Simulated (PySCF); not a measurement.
In(H)(SeH)2, SMILES [InH]([SeH])[SeH] (H3InSe2) (B3LYP/def2-SVP optimised geometry):

```
6

In    -0.100     0.427     0.000
H     -1.046     1.874     0.000
Se     2.444     0.427     0.000
H      2.492     1.904    -0.001
Se    -1.120    -1.904     0.000
H     -2.492    -1.356     0.000
```

Calculation: B3LYP/def2-TZVP, def2 effective core potentials past Kr (PySCF).

Problem. What are the frontier orbital energies and the dipole moment?

Solution. HOMO-2 -7.91 eV, HOMO-1 -7.21 eV, HOMO -6.78 eV, LUMO -1.81 eV, LUMO+1 -1.74 eV; dipole moment 1.86 D.

On the same geometry PBE/def2-TZVP, def2 effective core potentials past Kr run with PySCF gives HOMO-2 -7.13 eV, HOMO-1 -6.33 eV, HOMO -5.92 eV, LUMO -2.26 eV, LUMO+1 -2.23 eV; dipole moment 1.76 D.
